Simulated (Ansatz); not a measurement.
Cartesian coordinates in Å:
```
C 0.415 -1.269 0.871
C -0.023 -0.086 0.096
C -0.820 0.980 0.258
F -1.576 1.398 1.260
Si -0.057 1.012 -1.340
F 1.157 1.977 -1.710
H -0.078 -1.324 1.843
H 1.496 -1.234 1.032
H 0.206 -2.188 0.319
H -0.721 0.733 -2.629
```

Total charge 0; spin multiplicity 1.

Question: List the PBE0/def2-TZVPP orbital energies in eV (the Gaussian-basis code of Ansatz). (Estimate.)

Answer: Computed: Occupied: -1803.71, -674.75, -673.94, -280.54, -278.88, -278.60, -145.91, -100.60, -100.59, -100.53, -34.64, -33.31, -23.20, -20.41, -16.69, -15.30, -13.99, -13.61, -13.27, -12.85, -12.64, -12.16, -12.06, -11.35, -8.88, -8.22, -8.14. Lowest empty: 0.01, 0.49, 0.76, 1.29, 1.85, 2.57, 2.96, 3.30.
